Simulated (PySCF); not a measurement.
C$_{5}$H$_{4}$N (SMILES [c]1ccccn1), doublet (typed; the unrestricted solution is spin-contaminated), at a GFN2-xTB geometry; HF/6-31G in PySCF.

Here is a job for PySCF.
```python
from pyscf import gto, scf

mol = gto.Mole()
mol.atom = '''
    C     0.632091   -1.220249    0.002131
    N    -0.646292   -1.234425   -0.054159
    C    -1.342506   -0.105418   -0.061010
    C    -0.676995    1.107414   -0.006461
    C     0.711769    1.113469    0.054494
    C     1.414913   -0.085478    0.060184
    H    -2.419885   -0.183376   -0.109832
    H    -1.232820    2.032636   -0.011430
    H     1.249809    2.050817    0.097691
    H     2.491306   -0.117527    0.106659
'''
mol.basis = '6-31g'
mol.charge = 0
mol.spin = 1
mol.verbose = 4
mol.build()

mf = scf.UHF(mol)
mf.kernel()
```

Problem. Write the output that PySCF gives for this input, abridged.

Solution. 
```
PySCF version 2.14.0

[INPUT] verbose = 4
[INPUT] num. atoms = 10
[INPUT] num. electrons = 41
[INPUT] charge = 0
[INPUT] spin (= nelec alpha-beta = 2S) = 1
[INPUT] symmetry False subgroup None
[INPUT] Mole.unit = angstrom
[INPUT] Symbol           X                Y                Z      unit          X                Y                Z       unit  Magmom
[INPUT]  1 C      0.632091000000  -1.220249000000   0.002131000000 AA    1.194478875802  -2.305936413774   0.004027006371 Bohr   0.0
[INPUT]  2 N     -0.646292000000  -1.234425000000  -0.054159000000 AA   -1.221314876497  -2.332725171316  -0.102345677180 Bohr   0.0
[INPUT]  3 C     -1.342506000000  -0.105418000000  -0.061010000000 AA   -2.536968660585  -0.199211148599  -0.115292190860 Bohr   0.0
[INPUT]  4 C     -0.676995000000   1.107414000000  -0.006461000000 AA   -1.279335137700   2.092709166509  -0.012209520491 Bohr   0.0
[INPUT]  5 C      0.711769000000   1.113469000000   0.054494000000 AA    1.345048473956   2.104151458193   0.102978735432 Bohr   0.0
[INPUT]  6 C      1.414913000000  -0.085478000000   0.060184000000 AA    2.673798060087  -0.161530009676   0.113731277081 Bohr   0.0
[INPUT]  7 H     -2.419885000000  -0.183376000000  -0.109832000000 AA   -4.572919902943  -0.346530417818  -0.207552399713 Bohr   0.0
[INPUT]  8 H     -1.232820000000   2.032636000000  -0.011430000000 AA   -2.329692160886   3.841125350931  -0.021599569604 Bohr   0.0
[INPUT]  9 H      1.249809000000   2.050817000000   0.097691000000 AA    2.361796718017   3.875482461602   0.184609234835 Bohr   0.0
[INPUT] 10 H      2.491306000000  -0.117527000000   0.106659000000 AA    4.707886032486  -0.222093842242   0.201556298720 Bohr   0.0

nuclear repulsion = 198.892402514882
number of shells = 38
number of NR pGTOs = 148
number of NR cGTOs = 62
basis = 6-31g
ecp = {}

******** <class 'pyscf.scf.uhf.UHF'> ********
method = UHF
initial guess = minao
damping factor = 0
level_shift factor = 0
DIIS = <class 'pyscf.scf.diis.CDIIS'>
diis_start_cycle = 1
diis_space = 8
diis_damp = 0
SCF conv_tol = 1e-09
SCF conv_tol_grad = None
SCF max_cycles = 50
direct_scf = True
direct_scf_tol = 1e-13
number electrons alpha = 21  beta = 20
Set gradient conv threshold to 3.16228e-05
init E= -247.834854011838

cycle= 1 E= -245.856566433024  delta_E= 1.98  |g|= 0.296  |ddm|= 2.38
cycle= 2 E= -245.931164067733  delta_E= -0.0746  |g|= 0.115  |ddm|= 0.595
cycle= 3 E= -245.941380773315  delta_E= -0.0102  |g|= 0.0556  |ddm|= 0.225
cycle= 4 E= -245.944620933388  delta_E= -0.00324  |g|= 0.0234  |ddm|= 0.0987
cycle= 5 E= -245.945613600111  delta_E= -0.000993  |g|= 0.0149  |ddm|= 0.0478
cycle= 6 E= -245.946372178215  delta_E= -0.000759  |g|= 0.011  |ddm|= 0.0465
cycle= 7 E= -245.946826142612  delta_E= -0.000454  |g|= 0.0102  |ddm|= 0.0301
cycle= 8 E= -245.947200979539  delta_E= -0.000375  |g|= 0.0103  |ddm|= 0.0241
cycle= 9 E= -245.946927056204  delta_E= 0.000274  |g|= 0.0101  |ddm|= 0.0171
cycle= 10 E= -245.945510915775  delta_E= 0.00142  |g|= 0.00853  |ddm|= 0.0993
cycle= 11 E= -245.943324042398  delta_E= 0.00219  |g|= 0.00623  |ddm|= 0.235
cycle= 12 E= -245.94286063011  delta_E= 0.000463  |g|= 0.00564  |ddm|= 0.0742
cycle= 13 E= -245.939760788014  delta_E= 0.0031  |g|= 0.0145  |ddm|=  0.3
cycle= 14 E= -245.945080844255  delta_E= -0.00532  |g|= 0.00739  |ddm|= 0.569
cycle= 15 E= -245.945864437976  delta_E= -0.000784  |g|= 0.00919  |ddm|= 0.0649
cycle= 16 E= -245.944447358222  delta_E= 0.00142  |g|= 0.00685  |ddm|= 0.125
cycle= 17 E= -245.94382623626  delta_E= 0.000621  |g|= 0.0057  |ddm|= 0.0736
cycle= 18 E= -245.943562232147  delta_E= 0.000264  |g|= 0.00537  |ddm|= 0.0362
cycle= 19 E= -245.943652822781  delta_E= -9.06e-05  |g|= 0.0052  |ddm|= 0.0122
cycle= 20 E= -245.943550402889  delta_E= 0.000102  |g|= 0.00513  |ddm|= 0.0145
cycle= 21 E= -245.943425731496  delta_E= 0.000125  |g|= 0.00515  |ddm|= 0.018
cycle= 22 E= -245.942511926595  delta_E= 0.000914  |g|= 0.00622  |ddm|= 0.14
cycle= 23 E= -245.942978961488  delta_E= -0.000467  |g|= 0.00541  |ddm|= 0.0717
cycle= 24 E= -245.944630347885  delta_E= -0.00165  |g|= 0.00699  |ddm|= 0.216
cycle= 25 E= -245.94306848887  delta_E= 0.00156  |g|= 0.00458  |ddm|= 0.203
cycle= 26 E= -245.943422824226  delta_E= -0.000354  |g|= 0.00487  |ddm|= 0.0551
cycle= 27 E= -245.943101768982  delta_E= 0.000321  |g|= 0.00459  |ddm|= 0.0498
cycle= 28 E= -245.941233389548  delta_E= 0.00187  |g|= 0.00831  |ddm|= 0.238
cycle= 29 E= -245.942536945682  delta_E= -0.0013  |g|= 0.00455  |ddm|= 0.149
cycle= 30 E= -245.942562664825  delta_E= -2.57e-05  |g|= 0.00452  |ddm|= 0.00389
cycle= 31 E= -245.942456518256  delta_E= 0.000106  |g|= 0.00468  |ddm|= 0.0156
cycle= 32 E= -245.942583862154  delta_E= -0.000127  |g|= 0.0045  |ddm|= 0.0188
cycle= 33 E= -245.942564547999  delta_E= 1.93e-05  |g|= 0.0045  |ddm|= 0.00303
cycle= 34 E= -245.94329778974  delta_E= -0.000733  |g|= 0.00422  |ddm|= 0.115
cycle= 35 E= -245.943289967382  delta_E= 7.82e-06  |g|= 0.00423  |ddm|= 0.00129
cycle= 36 E= -245.943297618693  delta_E= -7.65e-06  |g|= 0.00423  |ddm|= 0.00125
cycle= 37 E= -245.945100674708  delta_E= -0.0018  |g|= 0.00767  |ddm|= 0.212
cycle= 38 E= -245.942645772099  delta_E= 0.00245  |g|= 0.0047  |ddm|= 0.314
cycle= 39 E= -245.942628527929  delta_E= 1.72e-05  |g|= 0.00489  |ddm|= 0.00269
cycle= 40 E= -245.942935215034  delta_E= -0.000307  |g|= 0.00479  |ddm|= 0.0486
cycle= 41 E= -245.942900039462  delta_E= 3.52e-05  |g|= 0.00473  |ddm|= 0.00607
cycle= 42 E= -245.942011168363  delta_E= 0.000889  |g|= 0.00621  |ddm|= 0.127
cycle= 43 E= -245.942717150219  delta_E= -0.000706  |g|= 0.00466  |ddm|= 0.0978
cycle= 44 E= -245.942584402708  delta_E= 0.000133  |g|= 0.00484  |ddm|= 0.0203
cycle= 45 E= -245.942212663142  delta_E= 0.000372  |g|= 0.00558  |ddm|= 0.0524
cycle= 46 E= -245.94499688473  delta_E= -0.00278  |g|= 0.00745  |ddm|= 0.366
cycle= 47 E= -245.942805652354  delta_E= 0.00219  |g|= 0.00452  |ddm|= 0.28
cycle= 48 E= -245.942830990629  delta_E= -2.53e-05  |g|= 0.00451  |ddm|= 0.00408
cycle= 49 E= -245.943016331285  delta_E= -0.000185  |g|= 0.00447  |ddm|= 0.0296
cycle= 50 E= -245.942928254122  delta_E= 8.81e-05  |g|= 0.00445  |ddm|= 0.0142
SCF not converged.
SCF energy = -245.942928254122 after 50 cycles  <S^2> = 0.89731305  2S+1 = 2.142254
```

The run did not converge; its last values are not results.
